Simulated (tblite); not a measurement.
Species: C4H8O3Si.
Z-matrix (Å and degrees, GFN2-xTB geometry), rows numbered from 1:
```
C 
C   1  1.3341
O   2  1.3544  1  127.93
C   3  1.4080  2  117.14  1    -0.04
C   2  1.4932  1  119.32  3   179.98
O   5  1.2063  2  123.39  1    -0.07
O   5  1.3173  2  113.84  1   179.89
Si  7  1.6619  5  122.03  2  -179.98
H   1  1.0741  2  118.22  3  -180.00
H   1  1.0741  2  124.00  3     0.01
H   4  1.0881  3  105.91  2   179.95
H   4  1.0946  3  111.16  2   -61.05
H   4  1.0946  3  111.16  2    60.95
H   8  1.4583  7  109.09  5    61.21
H   8  1.4582  7  109.08  5   -61.10
H   8  1.4553  7   97.83  5  -179.96
```

Method: GFN2-xTB as coded in tblite; computed harmonic values from a numerical Hessian at the method's own geometry, unscaled. This tight-binding method is rough: wavenumbers can miss measured ones by several per cent, in bad cases by 10 to 20. Modes of hydrogen on silicon can be 10 to 20 % off. One conformer, not necessarily the lowest.

Harmonic wavenumbers (cm⁻¹): 47.1, 76.5, 78.4, 118.0, 133.7, 180.0, 231.5, 324.2, 357.3, 417.1, 462.2, 591.6, 611.1, 649.7, 672.4, 745.0, 764.7, 777.5, 786.3, 798.1, 855.1, 881.8, 938.9, 1069.0, 1122.7, 1159.7, 1189.0, 1294.3, 1372.4, 1401.5, 1463.8, 1480.7, 1666.9, 1733.8, 2300.9, 2313.3, 2339.8, 2935.9, 2949.9, 3035.7, 3134.0, 3169.7.

A = 3520, B = 1004, C = 792.3 MHz; mass 132.024 u (most abundant isotopes); point group Cs, symmetry number 1.

Question: What is the zero-point energy?

Answer: ½Σν̃ = 24316 cm⁻¹ = 290.88 kJ/mol.

Question: Give the ideal-gas entropy at 298.15 K and 1 bar in the rigid-rotor, harmonic-oscillator model (classical rotation).

Answer: Translation 169.75, rotation 121.88, vibration 128.31: S = 419.9 J/(mol K).

Question: And Cp and H(298.15 K) − H(0)?

Answer: Cp = 158.32 J/(mol K), of which vibrations give 125.07 (their classical limit is 42 R = 349.2); H(298.15 K) − H(0) = 29.54 kJ/mol without the zero-point energy, 19.63 from vibrations.

Question: How do the functions run with temperature in this model?

Answer: 
| T (K) | S (J/(mol K)) | Cp (J/(mol K)) | H − H(0) (kJ/mol) | G − H(0) (kJ/mol) | ln q(vib) |
| --- | --- | --- | --- | --- | --- |
| 150 | 333.1 | 100.8 | 10.34 | -39.63 | 3.45 |
| 250 | 393.7 | 139.9 | 22.36 | -76.07 | 6.22 |
| 400 | 471.5 | 193.0 | 47.49 | -141.10 | 10.17 |
| 600 | 560.0 | 243.5 | 91.49 | -244.50 | 15.14 |
| 900 | 668.5 | 290.8 | 172.28 | -429.39 | 21.89 |

q(vib) and H(0) count from the zero-point level.

Question: Blend soft modes into free rotors: weight 1/[1 + (100 cm⁻¹/ν̃)⁴] for the oscillator and the rest for a rotor with moment μB/(μ + B), μ = h/(8π²ν), B = 10⁻⁴⁴ kg m². What vibrational entropy results?

Answer: 116.88 J/(mol K) in place of 128.31, which changes −T·S at 298.15 K by +3.41 kJ/mol.

Hindered rotation and anharmonicity are outside this model. Other conformers, if any are populated, would add a mixing term that is left out.

The run took 0.84 s of wall time on an Arm Neoverse N1 with one thread, no GPU (shared host). This covers the Hessian and the dipole derivatives.
